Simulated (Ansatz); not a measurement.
Start from `[OH][Zr]([OH])([Cl])[Cl]` and change one element to get `[OH][Ti]([OH])([Cl])[Cl]`.

Ansatz, PBE0-D4/def2-TZVP geometries, multiplicity 1. Each molecule was computed in one conformer, which needn't be the lowest.

Elements past krypton have def2 core potentials. Scalar relativity is left out up to krypton.

| property | `[OH][Zr]([OH])([Cl])[Cl]` |
| --- | --- |
| HOMO–LUMO gap (ωB97M-V/def2-TZVPP) / eV | 11.65 |
| HOMO–LUMO gap (PBE/def2-TZVPP) / eV | 5.48 |
| HOMO–LUMO gap (PBE0/def2-TZVPP) / eV | 7.70 |
| zero-point energy (PBE0-D4/def2-TZVP) / kJ/mol | 71.3 |
| HOMO energy (ωB97M-V/def2-TZVPP) / eV | -11.16 |
| LUMO energy (PBE/def2-TZVPP) / eV | -2.05 |

(1) Give the same properties after the change, and the shifts. (An estimate is asked.)

## Answers

(1) The calculation gave: 
| property | `[OH][Ti]([OH])([Cl])[Cl]` | shift |
| --- | --- | --- |
| HOMO–LUMO gap (ωB97M-V/def2-TZVPP) / eV | 10.62 | -1.03 |
| HOMO–LUMO gap (PBE/def2-TZVPP) / eV | 3.93 | -1.55 |
| HOMO–LUMO gap (PBE0/def2-TZVPP) / eV | 6.24 | -1.46 |
| zero-point energy (PBE0-D4/def2-TZVP) / kJ/mol | 73.8 | 2.5 |
| HOMO energy (ωB97M-V/def2-TZVPP) / eV | -11.14 | 0.02 |
| LUMO energy (PBE/def2-TZVPP) / eV | -3.62 | -1.57 |
